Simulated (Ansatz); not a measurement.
A nudged elastic band was laid between two geometries of C2H7Ga (10 atoms, charge 0, multiplicity 1).

All numbers below come from RKS PBE0-D4/def2-mTZVP (Ansatz).

```json
{"movable images": "9", "climbing image": "yes", "spring": "5.0 eV/Å²", "optimiser": "quadratic models (default)", "start path": "straight line", "force threshold": "0.05 eV/Å", "iteration limit": "60", "end points": "relaxed"}
```

Image 0:

```xyz
10
Properties=species:S:1:pos:R:3
Ga 0.213 0.039 0.110
H 0.201 0.023 1.689
H 1.600 0.105 -0.643
C -1.484 -0.029 -0.903
H -1.993 -0.958 -0.614
H -2.131 0.769 -0.518
C -1.359 0.063 -2.418
H -2.333 0.004 -2.913
H -0.896 1.003 -2.730
H -0.741 -0.742 -2.824
```

Image 10:

```xyz
10
Properties=species:S:1:pos:R:3
Ga -0.347 0.219 -0.185
H 3.024 -0.267 2.434
H 2.477 -0.137 1.944
C -2.044 0.057 -1.326
H -2.561 -0.876 -1.065
H -2.737 0.865 -1.053
C -1.746 0.096 -2.825
H -2.650 0.007 -3.437
H -1.259 1.031 -3.120
H -1.079 -0.717 -3.131
```

Task: What changes between the two ends?

Result: Bonds broken: Ga1–H2, Ga1–H3. Bonds formed: H2–H3. C2H7Ga becomes C2H5Ga + H2.

Task: What energy profile does the band end with?

Result: The forces met the threshold. The highest image is number 3 of 0 to 10, 60.1 kcal/mol above the first end and 39.2 kcal/mol above the last; the last end lies 20.9 kcal/mol above the first. A structure lower than the last end lies on the path between it and the top, so the climb from that side starts below the end, which may itself be a saddle point or a shallow side well. Neighbouring images differ by up to 1.7 eV, so the band resolves the path poorly. Another band between the same ends (9 images) ends at a top of the same energy, where a vibrational analysis finds 1 clearly imaginary mode. The orbitals stay closed-shell, which can raise the energy where a bond breaks towards radicals; this wasn't checked here.

| image | path coordinate (Å) | energy (kcal/mol) | Ga1–H2 (Å) | Ga1–H3 (Å) | H2–H3 (Å) |
| --- | --- | --- | --- | --- | --- |
| 0 | 0.00 | 0.0 | 1.58 | 1.58 | 2.72 |
| 1 | 0.77 | 2.3 | 1.58 | 1.57 | 2.65 |
| 2 | 1.54 | 20.2 | 1.59 | 1.53 | 2.15 |
| 3 | 2.31 | 60.1 | 1.86 | 1.58 | 1.37 |
| 4 | 3.25 | 22.3 | 2.62 | 2.39 | 0.75 |
| 5 | 4.18 | 20.7 | 3.27 | 3.13 | 0.75 |
| 6 | 5.11 | 20.8 | 3.66 | 3.21 | 0.75 |
| 7 | 6.05 | 20.9 | 3.95 | 3.32 | 0.75 |
| 8 | 6.98 | 20.9 | 4.14 | 3.44 | 0.75 |
| 9 | 7.91 | 20.9 | 4.24 | 3.51 | 0.75 |
| 10 | 8.84 | 20.9 | 4.30 | 3.55 | 0.75 |

Task: What is the geometry of the highest image?

Result: 
```xyz
10
Properties=species:S:1:pos:R:3:forces:R:3
Ga 0.633 0.124 -0.562 -0.02 0.00 -0.05
H 0.279 -0.022 1.261 0.00 0.00 0.01
H 1.534 0.121 0.730 0.01 0.00 0.04
C -1.305 -0.014 -1.003 0.03 -0.01 0.02
H -1.668 -0.946 -0.562 0.00 0.00 0.00
H -1.814 0.789 -0.464 0.00 0.00 0.00
C -1.586 0.045 -2.495 -0.03 0.00 0.00
H -2.660 -0.034 -2.693 0.00 0.00 -0.01
H -1.241 0.982 -2.939 0.00 0.00 0.00
H -1.095 -0.767 -3.036 0.00 0.00 0.00
```

The run took 6.2 min on 2 threads of Arm Neoverse V1, on a shared host, peak memory 0.2 GiB.
